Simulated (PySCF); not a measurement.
# Two-photon absorption: 4-fluorostyrene, C₈H₇F

Geometry:
```json
{"atom": "C1", "x (Å)": "2.697", "y (Å)": "-1.438", "z (Å)": "0.635"}
{"atom": "C2", "x (Å)": "2.224", "y (Å)": "-0.396", "z (Å)": "-0.059"}
{"atom": "C3", "x (Å)": "0.854", "y (Å)": "0.132", "z (Å)": "-0.054"}
{"atom": "C4", "x (Å)": "0.545", "y (Å)": "1.239", "z (Å)": "-0.859"}
{"atom": "C5", "x (Å)": "-0.736", "y (Å)": "1.780", "z (Å)": "-0.896"}
{"atom": "C6", "x (Å)": "-1.727", "y (Å)": "1.204", "z (Å)": "-0.114"}
{"atom": "F7", "x (Å)": "-2.959", "y (Å)": "1.709", "z (Å)": "-0.140"}
{"atom": "C8", "x (Å)": "-1.461", "y (Å)": "0.106", "z (Å)": "0.699"}
{"atom": "C9", "x (Å)": "-0.177", "y (Å)": "-0.421", "z (Å)": "0.724"}
{"atom": "H10", "x (Å)": "3.742", "y (Å)": "-1.740", "z (Å)": "0.548"}
{"atom": "H11", "x (Å)": "2.071", "y (Å)": "-2.028", "z (Å)": "1.310"}
{"atom": "H12", "x (Å)": "2.916", "y (Å)": "0.143", "z (Å)": "-0.716"}
{"atom": "H13", "x (Å)": "1.332", "y (Å)": "1.687", "z (Å)": "-1.472"}
{"atom": "H14", "x (Å)": "-0.978", "y (Å)": "2.641", "z (Å)": "-1.521"}
{"atom": "H15", "x (Å)": "-2.266", "y (Å)": "-0.320", "z (Å)": "1.301"}
{"atom": "H16", "x (Å)": "0.026", "y (Å)": "-1.283", "z (Å)": "1.363"}
```

The calculation used TDDFT CAM-B3LYP/aug-cc-pVDZ excited states, vertical, gas phase (PySCF 2.14.0). Geometry: PBE0-D3(BJ)/def2-SVP.

(1) Give the one- and two-photon strengths of the lowest singlets.

Answers

(1) δ for parallel linear polarisation; σ at the peak of a Lorentzian of half width 0.1 eV, single beam; Ω is circular over linear.
| state | E (eV) | f | photon λ (nm) | δ (au) | σ (GM) | Ω | main |
| --- | --- | --- | --- | --- | --- | --- | --- |
| S1 | 4.84 | 0.147 | 512 | 107 | 0.92 | 0.68 | HOMO→LUMO 0.58, HOMO→LUMO+2 0.28 |
| S2 | 5.13 | 0.234 | 484 | 49 | 0.47 | 0.72 | HOMO→LUMO+2 0.39, HOMO→LUMO 0.37 |
| S3 | 5.82 | 0.009 | 426 | 73.5 | 0.91 | 1.50 | HOMO→LUMO+1 0.91 |
| S4 | 6.18 | 0.000 | 401 | 11.6 | 0.16 | 1.50 | HOMO→LUMO+3 0.84 |
| S5 | 6.25 | 0.260 | 397 | 1.92 | 0.03 | 1.31 | HOMO−1→LUMO 0.60, HOMO→LUMO+2 0.30 |
| S6 | 6.32 | 0.002 | 392 | 144 | 2.10 | 1.50 | HOMO→LUMO+4 0.82 |

Among these, the strongest one-photon state is S5, the strongest two-photon state S6, with a dipole change of 2.1 D (relaxed, norm of the difference vector).
